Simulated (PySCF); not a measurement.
Spin-rotation constants: `FC(=C(C1=CO[C@H]1C)F)F`, C6H5F3O

Geometry:
| atom | x (Å) | y (Å) | z (Å) |
| --- | --- | --- | --- |
| C1 | -1.015 | -0.986 | 1.285 |
| C2 | -0.299 | -1.094 | -0.042 |
| O3 | 0.826 | -2.020 | -0.004 |
| C4 | 1.654 | -0.989 | -0.324 |
| C5 | 0.713 | -0.025 | -0.401 |
| C6 | 0.671 | 1.369 | -0.695 |
| F7 | 1.860 | 1.969 | -0.903 |
| C8 | -0.436 | 2.116 | -0.787 |
| F9 | -1.660 | 1.620 | -0.607 |
| F10 | -0.484 | 3.410 | -1.063 |
| H11 | -0.310 | -0.724 | 2.071 |
| H12 | -1.474 | -1.941 | 1.527 |
| H13 | -1.786 | -0.225 | 1.222 |
| H14 | -0.978 | -1.371 | -0.850 |
| H15 | 2.713 | -1.101 | -0.451 |

Method used: PySCF, GIAO PBE0/pcSseg-1 magnetisability, rotational g tensor and spin-rotation constants, non-relativistic, gas phase. Geometry: GFN2-xTB.

(1) Give the nuclear spin-rotation constants along the inertial axes (H = +C I·J) beside the isotropic shieldings.

Results:

(1) Rotational constants 2.2253, 0.9543, 0.7051 GHz. A star marks the isotopologue with that one atom substituted, in its own axes.
```csv
atom,isotope,Caa (kHz),Cbb (kHz),Ccc (kHz),mean (kHz),σ (ppm)
F7,19F,1.181,0.861,0.167,0.736,374.1
F9,19F,1.687,0.988,0.777,1.151,302.2
F10,19F,2.680,0.973,0.728,1.460,281.3
H11,1H,-0.269,-0.081,0.004,-0.115,30.3
H12,1H,-0.031,-0.064,-0.077,-0.058,29.8
H13,1H,-0.067,-0.051,-0.081,-0.066,30.1
H14,1H,-0.235,-0.058,0.025,-0.089,26.2
H15,1H,-0.206,0.094,-0.080,-0.064,24.4
C1,13C*,0.352,0.136,0.097,0.195,165.3
C2,13C*,0.447,0.259,0.188,0.298,98.8
O3,17O*,-0.609,-0.249,-0.066,-0.308,140.4
C4,13C*,0.866,0.430,0.159,0.485,27.1
C5,13C*,0.867,0.337,0.114,0.439,64.4
C6,13C*,0.848,0.317,0.163,0.443,53.9
C8,13C*,0.910,0.380,0.200,0.497,20.4
```
For the geometry as given, no vibrational averaging.
